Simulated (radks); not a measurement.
The numbers below are computed, except where a source is named.
Q: Species: the argon ion Ar4+. Configuration: [Ne] 3s2 3p2 (the NIST ground configuration). Level of theory: non-relativistic Kohn-Sham, r2SCAN, spin-polarised, spherical densities, point nucleus; open shells are filled with parallel spins first; meta-GGA in the generalised Kohn-Sham scheme (a radial shooting solver on a logarithmic mesh with Libxc functionals). Some entries of the table are withheld. Estimate them.

| orbital | occ. | eigenvalue (eV) | r(max) (bohr) | <r^2> (bohr^2) |
|---|---|---|---|---|
| 1s up | 1 | -3193.107 | 0.05655 | 0.009988 |
| 1s down | 1 | -3192.310 | 0.05655 | 0.009983 |
| 2s up | 1 | -368.4404 | 0.3394 | 0.2028 |
| 2s down | 1 | -367.9894 | 0.3397 | 0.2025 |
| 2p up | 3 | -301.7791 | (1) | 0.1746 |
| 2p down | 3 | -300.8707 | (2) | 0.1743 |
| 3s up | 1 | -84.1145 | 1.119 | 1.805 |
| 3s down | 1 | -79.2337 | 1.119 | 1.837 |
| 3p up | 2 | -67.3851 | 1.170 | (3) |
| 3p down | 0 | -62.7806 | 1.170 | (4) |

A: 
(1) 2p up r(max) (bohr): 0.2809
(2) 2p down r(max) (bohr): 0.2815
(3) 3p up <r^2> (bohr^2): 2.044
(4) 3p down <r^2> (bohr^2): 2.090
